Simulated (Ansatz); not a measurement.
CH6GeTe (`[CH3][GeH2][TeH]`) from Hartree–Fock to CCSD(T)

```xyz
9

C     0.903    0.920   -0.036
Ge   -0.734   -0.024    0.448
Te   -1.336   -1.788   -1.313
H     1.126    1.687    0.710
H     0.784    1.391   -1.011
H     1.737    0.220   -0.082
H    -1.946    0.924    0.467
H    -0.593   -0.699    1.824
H     0.059   -2.631   -1.007
```

The species carries charge 0 and has multiplicity 1. Correlated methods include outer-core shells of Ge, Te, which these sets cover unevenly. Scalar relativity is left out up to krypton. Te: def2 effective core potential. Geometry: relaxed with PBE0-D4/def2-TZVP. Frozen core, restricted reference, the Gaussian-basis code of Ansatz.

| basis | HF (Eh) | MP2 corr. |
| --- | --- | --- |
| def2-SVP | -2383.44850 | -0.50444 |
| def2-TZVPP | -2383.76962 | -0.91207 |
| def2-QZVPP | -2383.81542 | -1.34712 |

Q: Estimate the CCSD correlation energy and the (T) correction in each basis where they were run (hartree).

A: 
```json
{"basis": "def2-SVP", "CCSD corr.": "-0.54029", "(T)": "-0.01548"}
{"basis": "def2-TZVPP", "CCSD corr.": "-0.91552", "(T)": "-0.02788"}
```
